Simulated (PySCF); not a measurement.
C$_{2}$H$_{8}$GeO$_{3}$ (SMILES C[CH2][Ge]([OH])([OH])[OH]), singlet, geometry from GFN2-xTB; CASSCF(4,5)/STO-3G run with PySCF.

PySCF was given this input:
```python
from pyscf import gto, scf, mcscf, mp
import numpy

mol = gto.Mole()
mol.atom = '''
    C    -2.52654782    0.37975238    0.59839981
    C    -1.27310981   -0.30271342    1.12173399
    Ge    0.31618064   -0.05270576   -0.06429261
    O     0.89610707    1.59979889   -0.08857744
    O     1.67076816   -1.04711805    0.43780309
    O    -0.00718377   -0.46460754   -1.73798655
    H    -2.37990301    1.45593563    0.54035789
    H    -2.77393738    0.01633934   -0.39667788
    H    -3.36762956    0.18088023    1.26054662
    H    -1.01545383    0.08574554    2.10582322
    H    -1.43962311   -1.37399176    1.22657603
    H     0.62236861    2.09864714   -0.85523479
    H     2.33774090   -0.58208562    0.93805603
    H     0.21907119   -1.36170665   -1.97279924
'''
mol.basis = 'sto-3g'
mol.verbose = 4
mol.build()

mf = scf.RHF(mol)
mf.kernel()
mc = mcscf.CASSCF(mf, 5, 4)
mc.fix_spin_(ss=0.0)
noons, natorbs = mcscf.addons.make_natural_orbitals(mp.MP2(mf).run())
mc.kernel(natorbs)
occ = numpy.linalg.eigvalsh(mc.fcisolver.make_rdm1(mc.ci, mc.ncas, mc.nelecas))[::-1]
ss = mc.fcisolver.spin_square(mc.ci, mc.ncas, mc.nelecas)[0]
print('natural occupations', occ.round(4), ' <S^2>', round(ss, 4))
```

Output, abridged:

```
PySCF version 2.14.0

[INPUT] verbose = 4
[INPUT] num. atoms = 14
[INPUT] num. electrons = 76
[INPUT] charge = 0
[INPUT] spin (= nelec alpha-beta = 2S) = 0
[INPUT] symmetry False subgroup None
[INPUT] Mole.unit = angstrom
[INPUT] Symbol           X                Y                Z      unit          X                Y                Z       unit  Magmom
[INPUT]  1 C     -2.526547820000   0.379752380000   0.598399810000 AA   -4.774483420417   0.717627993352   1.130811753892 Bohr   0.0
[INPUT]  2 C     -1.273109810000  -0.302713420000   1.121733990000 AA   -2.405828867397  -0.572045458030   2.119770025716 Bohr   0.0
[INPUT]  3 Ge     0.316180640000  -0.052705760000  -0.064292610000 AA    0.597494815490  -0.099599451587  -0.121495424733 Bohr   0.0
[INPUT]  4 O      0.896107070000   1.599798890000  -0.088577440000 AA    1.693396940586   3.023181756483  -0.167387102415 Bohr   0.0
[INPUT]  5 O      1.670768160000  -1.047118050000   0.437803090000 AA    3.157294240043  -1.978766334589   0.827327936588 Bohr   0.0
[INPUT]  6 O     -0.007183770000  -0.464607540000  -1.737986550000 AA   -0.013575357842  -0.877981006008  -3.284318587678 Bohr   0.0
[INPUT]  7 H     -2.379903010000   1.455935630000   0.540357890000 AA   -4.497364891928   2.751319595696   1.021128421348 Bohr   0.0
[INPUT]  8 H     -2.773937380000   0.016339340000  -0.396677880000 AA   -5.241981934894   0.030876877656  -0.749612552873 Bohr   0.0
[INPUT]  9 H     -3.367629560000   0.180880230000   1.260546620000 AA   -6.363897557390   0.341814096048   2.382087879046 Bohr   0.0
[INPUT] 10 H     -1.015453830000   0.085745540000   2.105823220000 AA   -1.918929630841   0.162035587003   3.979429152550 Bohr   0.0
[INPUT] 11 H     -1.439623110000  -1.373991760000   1.226576030000 AA   -2.720493400495  -2.596468123809   2.317892767656 Bohr   0.0
[INPUT] 12 H      0.622368610000   2.098647140000  -0.855234790000 AA    1.176106221426   3.965868326702  -1.616159525300 Bohr   0.0
[INPUT] 13 H      2.337740900000  -0.582085620000   0.938056030000 AA    4.417690051194  -1.099982402848   1.772668986197 Bohr   0.0
[INPUT] 14 H      0.219071190000  -1.361706650000  -1.972799240000 AA    0.413984550883  -2.573252630499  -3.728050262350 Bohr   0.0

nuclear repulsion = 529.73663140448
number of shells = 31
number of NR pGTOs = 153
number of NR cGTOs = 51
basis = sto-3g
ecp = {}

******** <class 'pyscf.scf.hf.RHF'> ********
method = RHF
initial guess = minao
damping factor = 0
level_shift factor = 0
DIIS = <class 'pyscf.scf.diis.CDIIS'>
diis_start_cycle = 1
diis_space = 8
diis_damp = 0
SCF conv_tol = 1e-09
SCF conv_tol_grad = None
SCF max_cycles = 50
direct_scf = True
direct_scf_tol = 1e-13
Set gradient conv threshold to 3.16228e-05
Initial guess from minao.
init E= -2350.71149125973
  HOMO = -0.479574164341099  LUMO = -0.0871585289708805  gap/eV = 10.67817
cycle= 1 E= -2352.60344029808  delta_E= -1.89  |g|= 0.693  |ddm|= 4.35
  HOMO = -0.199126173075067  LUMO = 0.43764515682303  gap/eV = 17.32743
cycle= 2 E= -2352.79521310536  delta_E= -0.192  |g|= 0.148  |ddm|= 1.23
  HOMO = -0.293377798253148  LUMO = 0.409488935374002  gap/eV = 19.12598
cycle= 3 E= -2352.80334721643  delta_E= -0.00813  |g|= 0.0358  |ddm|= 0.253
  HOMO = -0.309987080436087  LUMO = 0.394173296916286  gap/eV = 19.16118
cycle= 4 E= -2352.80401718077  delta_E= -0.00067  |g|= 0.00927  |ddm|= 0.0764
  HOMO = -0.308984014853498  LUMO = 0.395623762621999  gap/eV = 19.17335
cycle= 5 E= -2352.80406601441  delta_E= -4.88e-05  |g|= 0.00219  |ddm|= 0.0213
  HOMO = -0.309133949618613  LUMO = 0.39578298222218  gap/eV = 19.18177
cycle= 6 E= -2352.80406965271  delta_E= -3.64e-06  |g|= 0.000623  |ddm|= 0.0061
  HOMO = -0.309117036788916  LUMO = 0.395831622876716  gap/eV = 19.18263
cycle= 7 E= -2352.80406998266  delta_E= -3.3e-07  |g|= 8.51e-05  |ddm|= 0.00224
  HOMO = -0.309116011733783  LUMO = 0.39581828534435  gap/eV = 19.18224
cycle= 8 E= -2352.80406998923  delta_E= -6.57e-09  |g|= 2.65e-05  |ddm|= 0.000282
  HOMO = -0.309114838421674  LUMO = 0.395817167517066  gap/eV = 19.18218
cycle= 9 E= -2352.80406998989  delta_E= -6.58e-10  |g|= 5.92e-06  |ddm|= 9.62e-05
  HOMO = -0.309113860654045  LUMO = 0.395818005357809  gap/eV = 19.18217
Extra cycle  E= -2352.80406998992  delta_E= -2.46e-11  |g|= 2.58e-06  |ddm|= 1.38e-05
converged SCF energy = -2352.80406998992

******** <class 'pyscf.mp.mp2.RMP2'> ********
nocc = 38, nmo = 51
E(RMP2) = -2353.04470990473  E_corr = -0.240639914817182
E(SCS-RMP2) = -2353.06472909654  E_corr = -0.260659106621711
E_corr(same-spin) = -0.0324332205679693
E_corr(oppo-spin) = -0.208206694249212

******** <class 'pyscf.mcscf.mc1step.CASSCF'> ********
CAS (2e+2e, 5o), ncore = 36, nvir = 10
max_cycle_macro = 50
max_cycle_micro = 4
conv_tol = 1e-07
conv_tol_grad = None
orbital rotation max_stepsize = 0.02
orbital rotation threshold for CI restart = 0.01
augmented hessian ah_max_cycle = 30
augmented hessian ah_conv_tol = 1e-12
augmented hessian ah_linear dependence = 1e-14
augmented hessian ah_level shift = 1e-08
augmented hessian ah_start_tol = 2.5
augmented hessian ah_start_cycle = 3
augmented hessian ah_grad_trust_region = 3
kf_trust_region = 3
kf_interval = 4
ci_response_space = 4
ci_grad_trust_region = 3
with_dep4 0
natorb = False
canonicalization = True
sorting_mo_energy = False
ao2mo_level = 2
internal_rotation = False
******** <class 'pyscf.fci.addons.SpinPenaltyFCISolver'> ********
max. cycles = 50
conv_tol = 1e-08
davidson only = True
linear dependence = 1e-12
level shift = 0.001
max iter space = 12
nroots = 1
pspace_size = 400
spin = None
CASCI E = -2352.81973389881  S^2 = 0.0000000
Set conv_tol_grad to 0.000316228
macro iter   1 ( 21 JK    4 micro), CASSCF E = -2352.82687842976  dE = -7.14453096e-03  S^2 = 0.0000000
               |grad[o]|=0.0198  |grad[c]|=0.0483  |ddm|=0.0233  |maxRot[o]|=0.282
macro iter   2 ( 21 JK    4 micro), CASSCF E = -2352.82942893994  dE = -2.55051017e-03  S^2 = 0.0000000
               |grad[o]|=0.0123  |grad[c]|=0.0243  |ddm|=0.0111  |maxRot[o]|=0.107
macro iter   3 ( 21 JK    4 micro), CASSCF E = -2352.83009874354  dE = -6.69803602e-04  S^2 = 0.0000000
               |grad[o]|=0.0067  |grad[c]|=0.0138  |ddm|=0.00501  |maxRot[o]|=0.174
macro iter   4 ( 21 JK    4 micro), CASSCF E = -2352.82994044608  dE =  1.58297461e-04  S^2 = 0.0000000
               |grad[o]|=0.0043  |grad[c]|=0.0153  |ddm|=0.00357  |maxRot[o]|=0.137
macro iter   5 ( 21 JK    4 micro), CASSCF E = -2352.83059691674  dE = -6.56470668e-04  S^2 = 0.0000000
               |grad[o]|=0.00406  |grad[c]|=0.00695  |ddm|=0.00307  |maxRot[o]|=0.0476
macro iter   6 ( 21 JK    4 micro), CASSCF E = -2352.83065485108  dE = -5.79343359e-05  S^2 = 0.0000000
               |grad[o]|=0.00337  |grad[c]|=0.00925  |ddm|=0.00536  |maxRot[o]|=0.0235
macro iter   7 (  7 JK    2 micro), CASSCF E = -2352.83121453539  dE = -5.59684310e-04  S^2 = 0.0000000
               |grad[o]|=0.00328  |grad[c]|=0.00183  |ddm|=0.00803  |maxRot[o]|=0.0517
macro iter   8 (  7 JK    2 micro), CASSCF E = -2352.83154346110  dE = -3.28925709e-04  S^2 = 0.0000000
               |grad[o]|=0.0025  |grad[c]|=0.00194  |ddm|=0.00641  |maxRot[o]|=0.0601
macro iter   9 ( 18 JK    4 micro), CASSCF E = -2352.83083306276  dE =  7.10398337e-04  S^2 = 0.0000000
               |grad[o]|=0.00162  |grad[c]|=0.00185  |ddm|=0.00104  |maxRot[o]|=0.0796
macro iter  10 ( 11 JK    3 micro), CASSCF E = -2352.83099213727  dE = -1.59074512e-04  S^2 = 0.0000000
               |grad[o]|=0.00413  |grad[c]|=0.000498  |ddm|=0.000633  |maxRot[o]|=0.0139
macro iter  11 (  7 JK    2 micro), CASSCF E = -2352.83147028362  dE = -4.78146341e-04  S^2 = 0.0000000
               |grad[o]|=0.00359  |grad[c]|=0.000996  |ddm|=0.00553  |maxRot[o]|=0.0364
macro iter  12 (  7 JK    2 micro), CASSCF E = -2352.83166065763  dE = -1.90374016e-04  S^2 = 0.0000000
               |grad[o]|=0.002  |grad[c]|=0.000946  |ddm|=0.00417  |maxRot[o]|=0.0508
macro iter  13 ( 18 JK    4 micro), CASSCF E = -2352.83162537733  dE =  3.52803045e-05  S^2 = 0.0000000
               |grad[o]|=0.000915  |grad[c]|=0.00261  |ddm|=0.00269  |maxRot[o]|=0.0887
macro iter  14 ( 20 JK    4 micro), CASSCF E = -2352.83166206638  dE = -3.66890549e-05  S^2 = 0.0000000
               |grad[o]|=0.00133  |grad[c]|=0.00141  |ddm|=0.00104  |maxRot[o]|=0.00976
macro iter  15 ( 18 JK    4 micro), CASSCF E = -2352.83166770433  dE = -5.63794947e-06  S^2 = 0.0000000
               |grad[o]|=0.000946  |grad[c]|=0.00188  |ddm|=0.000858  |maxRot[o]|=0.0101
macro iter  16 ( 13 JK    4 micro), CASSCF E = -2352.83166060018  dE =  7.10415588e-06  S^2 = 0.0000000
               |grad[o]|=0.000914  |grad[c]|=0.00163  |ddm|=0.000797  |maxRot[o]|=0.00492
macro iter  17 ( 12 JK    2 micro), CASSCF E = -2352.83169740510  dE = -3.68049195e-05  S^2 = 0.0000000
               |grad[o]|=0.001  |grad[c]|=0.000354  |ddm|=0.000556  |maxRot[o]|=0.0235
macro iter  18 ( 16 JK    4 micro), CASSCF E = -2352.83170717231  dE = -9.76721276e-06  S^2 = 0.0000000
               |grad[o]|=0.000533  |grad[c]|=0.000956  |ddm|=0.000459  |maxRot[o]|=0.0325
macro iter  19 ( 17 JK    4 micro), CASSCF E = -2352.83171017981  dE = -3.00750253e-06  S^2 = 0.0000000
               |grad[o]|=0.000374  |grad[c]|=0.000682  |ddm|=0.000361  |maxRot[o]|=0.0183
macro iter  20 ( 17 JK    4 micro), CASSCF E = -2352.83171336502  dE = -3.18520779e-06  S^2 = 0.0000000
               |grad[o]|=0.000313  |grad[c]|=0.000389  |ddm|=0.000193  |maxRot[o]|=0.0124
macro iter  21 ( 11 JK    2 micro), CASSCF E = -2352.83171478973  dE = -1.42470799e-06  S^2 = 0.0000000
               |grad[o]|=0.000185  |grad[c]|=0.00012  |ddm|=6.72e-05  |maxRot[o]|=0.00744
macro iter  22 (  7 JK    1 micro), CASSCF E = -2352.83171507495  dE = -2.85227088e-07  S^2 = 0.0000000
               |grad[o]|=8.31e-05  |grad[c]|=0.000214  |ddm|=3.21e-05  |maxRot[o]|=0.0046
macro iter  23 (  4 JK    1 micro), CASSCF E = -2352.83171510300  dE = -2.80469976e-08  S^2 = 0.0000000
               |grad[o]|=6.39e-05  |grad[c]|=0.000101  |ddm|=2.22e-05  |maxRot[o]|=0.00307
1-step CASSCF converged in  23 macro (336 JK  73 micro) steps
CASSCF canonicalization
Density matrix diagonal elements [1.98014393 1.97467948 0.02224706 0.01298589 0.00994364]
CASSCF energy = -2352.83171510300
CASCI E = -2352.83171510300  E(CI) = -4.11622684180293  S^2 = 0.0000000
natural occupations [1.9814e+00 1.9737e+00 2.7900e-02 1.6000e-02 9.0000e-04]  <S^2> 0.0
```
